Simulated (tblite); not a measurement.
Isomers of C6H13FGe. Computed values, GFN2-xTB/tblite, gas phase, harmonic and unscaled. Against measured fundamentals such values can be off by several per cent, at times by over 20. Modes of hydrogen on germanium can be 10 to 20 % off. One conformer each.

Electronic energies: GFN2-xTB at the same geometries; isomer energies are rough at this level and their order can be wrong.

| SMILES | electronic energy, lowest = 0 (kJ/mol) |
| --- | --- |
| CC(C)[C@@H]1[GeH2][CH2][C@H]1F | 82.9 |
| C[C@@]1([GeH3])CC[C@@H](F)C1 | 0.0 |
| C[C@@]1(CF)C[CH2][GeH2][CH2]1 | 26.5 |
| C[C@@H]1[CH2][GeH2][CH2][C@H](F)C1 | 8.3 |
| C[C]1(C)CC[C@@H](F)[GeH2]1 | 35.6 |
| C[C@@H]1CC[C@H](F)[CH2][GeH2]1 | 16.0 |
| [CH3][Ge@@H]1[CH2]CCC[C@@H]1F | 38.2 |

Task: How do GFN2-xTB zero-point energies change the relative energies?

Result: 
| SMILES | ZPE (kJ/mol) | of it from modes above 1550 cm⁻¹ | electronic (kJ/mol) | with ZPE, lowest = 0 (kJ/mol) | lowest mode (cm⁻¹) | rings |
| --- | --- | --- | --- | --- | --- | --- |
| C[C@@]1([GeH3])CC[C@@H](F)C1 | 445.2 | 214.6 | 0.0 | 0.0 | 41 | 1 |
| C[C@@H]1[CH2][GeH2][CH2][C@H](F)C1 | 452.0 | 219.2 | 8.3 | 15.1 | 107 | 1 |
| C[C@@H]1CC[C@H](F)[CH2][GeH2]1 | 452.8 | 219.0 | 16.0 | 23.5 | 74 | 1 |
| C[C@@]1(CF)C[CH2][GeH2][CH2]1 | 451.0 | 220.0 | 26.5 | 32.3 | 68 | 1 |
| C[C]1(C)CC[C@@H](F)[GeH2]1 | 449.5 | 220.0 | 35.6 | 39.8 | 56 | 1 |
| [CH3][Ge@@H]1[CH2]CCC[C@@H]1F | 454.5 | 224.5 | 38.2 | 47.4 | 62 | 1 |
| CC(C)[C@@H]1[GeH2][CH2][C@H]1F | 447.2 | 220.1 | 82.9 | 84.9 | 62 | 1 |

The zero-point energies span 9.3 kJ/mol, from `C[C@@]1([GeH3])CC[C@@H](F)C1` to `[CH3][Ge@@H]1[CH2]CCC[C@@H]1F`. The order is unchanged.

Task: What do entropy and thermal enthalpy add at 298.15 K and 1 bar (rigid rotor, harmonic oscillator, one conformer each)?

Result: 
```json
{"SMILES": "C[C@@]1([GeH3])CC[C@@H](F)C1", "point group": "C1", "symmetry number": "1", "S (J/(mol K))": "416.3", "H − H(0) (kJ/mol)": "28.81", "ZPE + H − H(0) − TS (kJ/mol)": "349.9"}
{"SMILES": "C[C@@H]1[CH2][GeH2][CH2][C@H](F)C1", "point group": "C1", "symmetry number": "1", "S (J/(mol K))": "398.4", "H − H(0) (kJ/mol)": "27.66", "ZPE + H − H(0) − TS (kJ/mol)": "360.8"}
{"SMILES": "C[C@@H]1CC[C@H](F)[CH2][GeH2]1", "point group": "C1", "symmetry number": "1", "S (J/(mol K))": "397.8", "H − H(0) (kJ/mol)": "27.62", "ZPE + H − H(0) − TS (kJ/mol)": "361.8"}
{"SMILES": "C[C@@]1(CF)C[CH2][GeH2][CH2]1", "point group": "C1", "symmetry number": "1", "S (J/(mol K))": "400.4", "H − H(0) (kJ/mol)": "27.97", "ZPE + H − H(0) − TS (kJ/mol)": "359.6"}
{"SMILES": "C[C]1(C)CC[C@@H](F)[GeH2]1", "point group": "C1", "symmetry number": "1", "S (J/(mol K))": "405.9", "H − H(0) (kJ/mol)": "29.04", "ZPE + H − H(0) − TS (kJ/mol)": "357.5"}
{"SMILES": "[CH3][Ge@@H]1[CH2]CCC[C@@H]1F", "point group": "C1", "symmetry number": "1", "S (J/(mol K))": "415.3", "H − H(0) (kJ/mol)": "29.48", "ZPE + H − H(0) − TS (kJ/mol)": "360.1"}
{"SMILES": "CC(C)[C@@H]1[GeH2][CH2][C@H]1F", "point group": "C1", "symmetry number": "1", "S (J/(mol K))": "417.4", "H − H(0) (kJ/mol)": "29.82", "ZPE + H − H(0) − TS (kJ/mol)": "352.6"}
```
